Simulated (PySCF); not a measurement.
```xyz
4
charge 0 multiplicity 3, angstrom
W     0.0000    0.0000    0.0330
S     0.0000    0.0000    2.1397
Cl    1.9999    0.0000   -1.0637
Cl   -1.9999    0.0000   -1.0637
```

These are results of UPBE0 in PySCF with W def2-SVP with ECP60, S def2-SVP, Cl def2-SVP; scalar-relativistic core potentials, no spin–orbit coupling; density-fitted integrals, not measurements.

This geometry of WSCl₂ is a stationary point at this level.

What is the point group?

C2v.

Is it a minimum?

Yes: all harmonic wavenumbers are real.

List the harmonic modes with their infrared intensities.


```tsv
symmetry	ω (cm⁻¹)	IR (km/mol)	type
b1	82	3.7	bend
a1	101	0.1	bend
b2	111	0.6	bend
a1	394	24.7	stretch
b2	405	87.6	stretch
a1	567	41.7	stretch
```

What are the dipole moment and the gap between the highest occupied and lowest empty levels of either spin?

0.12 D and 3.21 eV.

In C2v the vibrations span b1 + 3a1 + 2b2. Here b1 is antisymmetric to the molecular plane and b2 lies in it.

Other isomers or separated fragments may lie lower. Other spin states or occupations of the open shell can lie lower. No spin–orbit coupling is included, which matters more the heavier the element.
